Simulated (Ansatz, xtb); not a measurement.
**Two isomers of C5H5NS**

Structure a is `C=C/C(C#N)=C\S`, a singlet and structure b is `C=C/C(C#N)=C/S`, a singlet. Both are isolated molecules in the gas phase, relaxed with PBE0-D3(BJ)/def2-SVP; the shapes shown needn't be the lowest conformers.

a (Å):

```xyz
12

C    -0.9260   -0.8222    3.0728
C    -1.0336   -0.6914    1.7447
C     0.0924   -0.5640    0.8220
C     1.4180   -0.5779    1.3632
C    -0.0346   -0.4323   -0.5249
N     2.4821   -0.5919    1.8252
S    -1.5631   -0.3957   -1.3546
H    -1.8148   -0.9125    3.7004
H     0.0496   -0.8425    3.5675
H    -2.0265   -0.6749    1.2828
H     0.8618   -0.3426   -1.1419
H    -1.0476   -0.2546   -2.5920
```

b (Å):

```xyz
12

C    -1.3523   -1.4980    2.6966
C    -0.5668   -0.5352    2.1985
C    -0.1299   -0.4388    0.8072
C    -0.5590   -1.4380   -0.1220
C     0.6713    0.5701    0.3681
N    -0.8910   -2.2339   -0.8991
S     1.2912    0.8601   -1.2169
H    -1.6351   -1.5000    3.7510
H    -1.7341   -2.3088    2.0693
H    -0.2004    0.2632    2.8520
H     0.9924    1.3282    1.0895
H     0.7238   -0.2136   -1.8172
```

Quicker runs give these differences E(b) − E(a): GFN2-xTB −2.03 kcal/mol; HF/STO-3G −0.77 kcal/mol (at GFN2-xTB geometries); r2SCAN-D4/def2-SVP −1.96 kcal/mol (at GFN2-xTB geometries).

Q: Estimate E(b) − E(a) at the level CCSD(T)/def2-SVP + ΔMP2/def2-TZVPP.

A: CCSD(T)/def2-SVP + ΔMP2/def2-TZVPP gives E(b) − E(a) = −1.57 kcal/mol, slightly favouring structure b, which is too small a margin to settle the true order.

How the difference moves with the method:

```json
{"level": "GFN2-xTB", "geometry": "GFN2-xTB", "E(b) − E(a) (kcal/mol)": "−2.03", "departure from the last row (kcal/mol)": "−0.46", "job, with rough time for the two": "optimisation, 0.53 s"}
{"level": "HF/STO-3G", "geometry": "GFN2-xTB", "E(b) − E(a) (kcal/mol)": "−0.77", "departure from the last row (kcal/mol)": "+0.80", "job, with rough time for the two": "single point, 1.6 s"}
{"level": "r2SCAN-D4/def2-SVP", "geometry": "GFN2-xTB", "E(b) − E(a) (kcal/mol)": "−1.96", "departure from the last row (kcal/mol)": "−0.39", "job, with rough time for the two": "single point, 9.6 s"}
{"level": "PBE0-D3(BJ)/def2-SVP", "geometry": "PBE0-D3(BJ)/def2-SVP", "E(b) − E(a) (kcal/mol)": "−1.95", "departure from the last row (kcal/mol)": "−0.38", "job, with rough time for the two": "optimisation, 2 min"}
{"level": "HF/def2-SVP", "geometry": "PBE0-D3(BJ)/def2-SVP", "E(b) − E(a) (kcal/mol)": "−0.78", "departure from the last row (kcal/mol)": "+0.79", "job, with rough time for the two": "part of the CCSD(T) run"}
{"level": "MP2/def2-SVP", "geometry": "PBE0-D3(BJ)/def2-SVP", "E(b) − E(a) (kcal/mol)": "−1.71", "departure from the last row (kcal/mol)": "−0.14", "job, with rough time for the two": "part of the CCSD(T) run"}
{"level": "CCSD(T)/def2-SVP", "geometry": "PBE0-D3(BJ)/def2-SVP", "E(b) − E(a) (kcal/mol)": "−1.35", "departure from the last row (kcal/mol)": "+0.22", "job, with rough time for the two": "single point"}
{"level": "CCSD(T)/def2-SVP + ΔMP2/def2-TZVPP", "geometry": "PBE0-D3(BJ)/def2-SVP", "E(b) − E(a) (kcal/mol)": "−1.57", "departure from the last row (kcal/mol)": "", "job, with rough time for the two": "single point, 2.8 min"}
```

As drawn, both hold the same kinds of bond in the same numbers.

The largest departure from CCSD(T)/def2-SVP + ΔMP2/def2-TZVPP is that of HF/STO-3G, 0.80 kcal/mol. The last row adds to CCSD(T) the change of the MP2 difference between the two basis sets, here −0.22 kcal/mol.

With thermal terms from frequencies at re-optimised GFN2-xTB minima (ideal gas, soft modes damped towards free rotors, one conformer each, 298.15 K, 1 atm): the zero-point term adds +0.16 kcal/mol; ΔH is −1.53 and ΔG −1.20 kcal/mol.

The correlated steps freeze 11 core orbitals. Codes used: Ansatz 0.2.0, xtb 6.7.1; the last row on 2 threads of Intel(R) Xeon(R) Processor @ 2.50GHz (Skylake/Cascade Lake) on a shared host.
